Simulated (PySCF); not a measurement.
Computed IR spectrum (relative IR intensity) of a molecule CH₉NSi₄. The structure is a stationary point at PBE0-D3(BJ)/def2-SVP. Other conformers were not sampled. All values below come from PBE0-D3(BJ)/def2-SVP (PySCF). Frequencies are harmonic and unscaled.

Lines under 2 % of the strongest are left out, and lines within 2 cm⁻¹ are merged.

ν (cm⁻¹): 269 (vw), 413 (vw), 430 (vw), 476 (w), 510 (w), 588 (vw), 633 (vw), 684 (m), 695 (w), 732 (w), 765 (w), 820 (vs), 870 (s), 903 (w), 917 (s), 928 (m), 935 (w), 1325 (w), 1715 (m), 2211 (m), 2217 (m), 2222 (w), 2231 (s), 2235 (m), 2241 (m), 3009 (m) (against the strongest line: vs over 80 %, s over 45 %, m over 15 %, w over 4 %, vw less)

### Question
Which molecule gave these data?
(A) [SiH3][Si@@H]1C=N[Si@H]1[SiH3]
(B) [SiH3][Si@H]1[SiH2]C=N[SiH2]1
(C) [SiH3]C1=N[SiH2][Si@@H]1[SiH3]
(D) [SiH3][SiH2][Si@H]1C=N[SiH2]1

### Answer
B, [SiH3][Si@H]1[SiH2]C=N[SiH2]1
